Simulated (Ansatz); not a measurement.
Input file for Ansatz (a quantum-chemistry and plane-wave program): R-r2SCAN/def2-TZVPP on GeH5N (SMILES [NH2][GeH3]), atoms moved off the minimum.

Ansatz 0.2 input:
```yaml
crystal:
  periodic: [false, false, false]
  atoms:
    - {symbol: Ge, position_ang: [-0.33996989, 0.11058595, 0.00709698]}
    - {symbol: N, position_ang: [1.53600823, -0.11343294, -0.27623132]}
    - {symbol: H, position_ang: [-1.09640596, -0.96002701, -1.05077496]}
    - {symbol: H, position_ang: [-0.58985293, 1.45652395, -0.24804867]}
    - {symbol: H, position_ang: [-0.84292926, -0.31393491, 1.49397523]}
    - {symbol: H, position_ang: [1.76800668, -1.06744018, -0.09442330]}
    - {symbol: H, position_ang: [2.05191397, 0.54073433, 0.40847218]}
basis:
  gaussian:
    orbitals: def2-TZVPP
hamiltonian:
  xc: {name: r2SCAN}
scf: {lower_state_search: off}
output: {forces: true}
```

Program output:

```
WARN ansatz: RAYON_NUM_THREADS=1 ignored (pool sized by the plan → 1); use --threads N
Functional definition: r2SCAN
these checks for a lower state are left out or cut short: stability, starts, cluster_reference, orbital_swaps, neighbouring_geometries, increment
integrals: 0.05 GiB planned
808 factors; their error is unknown
mean field: 0.45 GiB planned
mean field evaluation 1: about -58081.1403 eV, gradient 6.5e1 eV
mean field evaluation 2: about -58049.5023 eV, gradient 1.2e2 eV
mean field evaluation 4: about -58088.7049 eV, gradient 4.0e0 eV
mean field evaluation 8: about -58088.7346 eV, gradient 2.3e-1 eV
mean field evaluation 16: about -58088.7347 eV, gradient 2.0e-4 eV
mean field -58088.73469946 eV, -2134.7216262465 hartree, gradient 4.4e-6 eV, S^2 0.000000; 0 other end points of the search recorded, 0 dependent functions left out
the calculation of the forces begins
reference -58088.73470954 eV, -2134.7216266172 hartree; 22, 22 occupied and 127, 127 virtual orbitals, 808 factors
Total energy: -58088.73470954 eV, -2134.7216266172 hartree
Atom 0 at    -0.339970     0.110586     0.007097 Å, force     0.495395    -4.645521     0.303324 eV/Å
Atom 1 at     1.536008    -0.113433    -0.276231 Å, force    -0.538401     2.218587     1.178548 eV/Å
Atom 2 at    -1.096406    -0.960027    -1.050775 Å, force     0.832995     1.279536     1.117230 eV/Å
Atom 3 at    -0.589853     1.456524    -0.248049 Å, force    -0.720084     3.017924    -0.610582 eV/Å
Atom 4 at    -0.842929    -0.313935     1.493975 Å, force     0.350567     0.340582    -1.001364 eV/Å
Atom 5 at     1.768007    -1.067440    -0.094423 Å, force     0.497568    -0.527457     0.364725 eV/Å
Atom 6 at     2.051914     0.540734     0.408472 Å, force    -0.918040    -1.683650    -1.351880 eV/Å
Dipole moment:     0.040523     0.026787     0.222660 e Å
Checks for a lower state left out: stability, starts, cluster_reference, orbital_swaps, neighbouring_geometries, increment
```

Self-consistency was reached.

Cost: about 2.5 core-seconds (a rough figure).
